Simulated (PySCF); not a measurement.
CH₄OZn, charge +1, doublet, geometry from GFN2-xTB (such geometries of metal compounds can be far from the true shape) (a state made from the parent by changing its charge; the spin is typed, not shown lowest), with bond 4-2 at 3.0 times its length; HF/def2-SV(P) (PySCF).

Input for PySCF:
```python
from pyscf import gto, scf

mol = gto.M(
    atom='''
Zn   -0.016078    0.023276    0.237250
C    -0.172056    1.601588   -1.115319
H    -0.941220    2.274750   -0.737553
H    -1.011323   -0.083273   -3.799943
H     0.828400    2.035824   -1.140304
O     0.227740   -1.682999    0.293223
H     0.257393   -2.194353    1.116687
''',
    basis='def2-sv(p)',
    charge=1,
    spin=1,
    verbose=4,
)

mf = scf.UHF(mol)
mf.kernel()
mo_i, mo_e, stable_i, stable_e = mf.stability(internal=True, external=True, return_status=True, nroots=6, tol=1e-6)
print('internally stable:', stable_i, ' externally stable:', stable_e)
if not stable_i:
    umf = mf.copy()
    umf.scf_summary = {}
    umf.kernel(umf.make_rdm1(mo_i, mf.mo_occ))
```

Q: Predict the main parts of the log of this PySCF run.

A: 
```
PySCF version 2.14.0

[INPUT] verbose = 4
[INPUT] num. atoms = 7
[INPUT] num. electrons = 47
[INPUT] charge = 1
[INPUT] spin (= nelec alpha-beta = 2S) = 1
[INPUT] symmetry False subgroup None
[INPUT] Mole.unit = angstrom
[INPUT] Symbol           X                Y                Z      unit          X                Y                Z       unit  Magmom
[...]
nuclear repulsion = 164.762016580031
number of shells = 30
number of NR pGTOs = 130
number of NR cGTOs = 60
basis = def2-sv(p)
ecp = {}

******** <class 'pyscf.scf.uhf.UHF'> ********
method = UHF
initial guess = minao
damping factor = 0
level_shift factor = 0
DIIS = <class 'pyscf.scf.diis.CDIIS'>
diis_start_cycle = 1
diis_space = 8
diis_damp = 0
SCF conv_tol = 1e-09
SCF conv_tol_grad = None
SCF max_cycles = 50
direct_scf = True
direct_scf_tol = 1e-13
number electrons alpha = 24  beta = 23
Set gradient conv threshold to 3.16228e-05
init E= -1891.66849847769

cycle= 1 E= -1891.78624136742  delta_E= -0.118  |g|= 0.531  |ddm|= 1.72
cycle= 2 E= -1891.67813381926  delta_E= 0.108  |g|= 0.798  |ddm|= 1.16
cycle= 3 E= -1891.97966868417  delta_E= -0.302  |g|= 0.16  |ddm|= 0.86
cycle= 4 E= -1892.00872404268  delta_E= -0.0291  |g|= 0.0797  |ddm|= 0.222
cycle= 5 E= -1892.0189557022  delta_E= -0.0102  |g|= 0.0514  |ddm|= 0.126
cycle= 6 E= -1892.02411662418  delta_E= -0.00516  |g|= 0.0211  |ddm|= 0.117
cycle= 7 E= -1892.02499113806  delta_E= -0.000875  |g|= 0.0127  |ddm|= 0.0459
cycle= 8 E= -1892.02524823608  delta_E= -0.000257  |g|= 0.00785  |ddm|= 0.0232
cycle= 9 E= -1892.02538360435  delta_E= -0.000135  |g|= 0.00266  |ddm|= 0.0242
cycle= 10 E= -1892.02540606607  delta_E= -2.25e-05  |g|= 0.00137  |ddm|= 0.00906
cycle= 11 E= -1892.02541510258  delta_E= -9.04e-06  |g|= 0.000897  |ddm|= 0.00584
cycle= 12 E= -1892.02541965751  delta_E= -4.55e-06  |g|= 0.000828  |ddm|= 0.00342
cycle= 13 E= -1892.0254217908  delta_E= -2.13e-06  |g|= 0.000839  |ddm|= 0.00145
cycle= 14 E= -1892.02541854865  delta_E= 3.24e-06  |g|= 0.000766  |ddm|= 0.00212
cycle= 15 E= -1892.02541125771  delta_E= 7.29e-06  |g|= 0.000454  |ddm|= 0.00757
cycle= 16 E= -1892.02541007399  delta_E= 1.18e-06  |g|= 0.00025  |ddm|= 0.00426
cycle= 17 E= -1892.02541010845  delta_E= -3.45e-08  |g|= 0.000142  |ddm|= 0.00178
cycle= 18 E= -1892.02541014164  delta_E= -3.32e-08  |g|= 7.23e-05  |ddm|= 0.000729
cycle= 19 E= -1892.02541015522  delta_E= -1.36e-08  |g|= 3.39e-05  |ddm|= 0.000334
cycle= 20 E= -1892.02541015904  delta_E= -3.82e-09  |g|= 1.65e-05  |ddm|= 0.000138
[...]
converged SCF energy = -1892.02541016094  <S^2> = 0.7502643  2S+1 = 2.0002643
[...]
<class 'pyscf.scf.uhf.UHF'> wavefunction has an internal instability
uhf_real2complex: lowest eigs of H = [0.03718042 0.03744947 0.16126031 0.16239317 0.18551364 0.18654154]
<class 'pyscf.scf.uhf.UHF'> wavefunction is stable in the real -> complex stability analysis
uhf_external: lowest eigs of H = [-4.46864708e-02 -9.60179076e-08  3.72947273e-02  9.53086320e-02
  1.30469002e-01  1.41319658e-01]
<class 'pyscf.scf.uhf.UHF'> wavefunction has an UHF/UKS -> GHF/GKS instability
internally stable: False  externally stable: False

******** <class 'pyscf.scf.uhf.UHF'> ********
method = UHF
initial guess = minao
damping factor = 0
level_shift factor = 0
DIIS = <class 'pyscf.scf.diis.CDIIS'>
diis_start_cycle = 1
diis_space = 8
diis_damp = 0
SCF conv_tol = 1e-09
SCF conv_tol_grad = None
SCF max_cycles = 50
direct_scf = True
direct_scf_tol = 1e-13
number electrons alpha = 24  beta = 23
Set gradient conv threshold to 3.16228e-05
init E= -1892.00434583854
cycle= 1 E= -1892.02034503582  delta_E= -0.016  |g|= 0.0512  |ddm|= 0.142
cycle= 2 E= -1892.02551475881  delta_E= -0.00517  |g|= 0.0332  |ddm|= 0.0713
cycle= 3 E= -1892.028492524  delta_E= -0.00298  |g|= 0.0248  |ddm|= 0.0578
cycle= 4 E= -1892.03108935676  delta_E= -0.0026  |g|= 0.011  |ddm|= 0.0818
cycle= 5 E= -1892.03195071935  delta_E= -0.000861  |g|= 0.00488  |ddm|= 0.0614
cycle= 6 E= -1892.03208627565  delta_E= -0.000136  |g|= 0.00242  |ddm|= 0.0281
cycle= 7 E= -1892.03210017908  delta_E= -1.39e-05  |g|= 0.000914  |ddm|= 0.00872
cycle= 8 E= -1892.03210240391  delta_E= -2.22e-06  |g|= 0.000545  |ddm|= 0.00207
cycle= 9 E= -1892.0321037625  delta_E= -1.36e-06  |g|= 0.000374  |ddm|= 0.00171
cycle= 10 E= -1892.03210460107  delta_E= -8.39e-07  |g|= 0.000281  |ddm|= 0.00141
cycle= 11 E= -1892.03210537502  delta_E= -7.74e-07  |g|= 0.000167  |ddm|= 0.00196
cycle= 12 E= -1892.03210565119  delta_E= -2.76e-07  |g|= 9.11e-05  |ddm|= 0.00132
cycle= 13 E= -1892.03210570586  delta_E= -5.47e-08  |g|= 5.25e-05  |ddm|= 0.000563
cycle= 14 E= -1892.03210571876  delta_E= -1.29e-08  |g|= 2.71e-05  |ddm|= 0.00032
cycle= 15 E= -1892.03210572271  delta_E= -3.95e-09  |g|= 1.64e-05  |ddm|= 0.000145
cycle= 16 E= -1892.03210572402  delta_E= -1.31e-09  |g|= 1.06e-05  |ddm|= 5.73e-05
cycle= 17 E= -1892.03210572476  delta_E= -7.43e-10  |g|= 6.4e-06  |ddm|= 5.04e-05
Extra cycle  E= -1892.03210572487  delta_E= -1.06e-10  |g|= 5.11e-06  |ddm|= 1.03e-05
converged SCF energy = -1892.03210572487  <S^2> = 1.2855516  2S+1 = 2.4783475
```
